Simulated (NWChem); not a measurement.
Molecule: GaHSCl$_{2}$; SMILES [Ga]([Cl])([SH])[Cl]

```xyz
5

Ga     0.0133    -0.0010     0.0000
Cl     1.6050    -1.4459     0.0000
Cl    -2.0183    -0.7252     0.0000
S      0.4660     2.1528     0.0000
H     -0.8419     2.4971     0.0000
```
Atoms are numbered in this order, from 1.

The geometry was optimised at B3LYP/6-31G* (spherical d).

Symmetry labels are those of Cs in the frame above (b1 and b2, or b-type labels, depend on it).

Q: List the 6 lowest vertical singlet excitations from PBE/def2-SVPD, full TDDFT (NWChem).

A: 
```
state  energy (eV)  oscillator strength  symmetry  leading excitation (squared amplitude)
-----  -----------  -------------------  --------  --------------------------------------
S1            4.39                0.006        a"                      HOMO → LUMO (1.00)
S2            5.17                0.002        a'                    HOMO → LUMO+1 (0.40)
S3            5.21                0.011        a'                    HOMO−1 → LUMO (0.56)
S4            5.34                0.000        a"                    HOMO−3 → LUMO (1.00)
S5            5.63                0.126        a'                    HOMO−2 → LUMO (0.38)
S6            5.79                0.000        a"                  HOMO−1 → LUMO+1 (0.99)
```
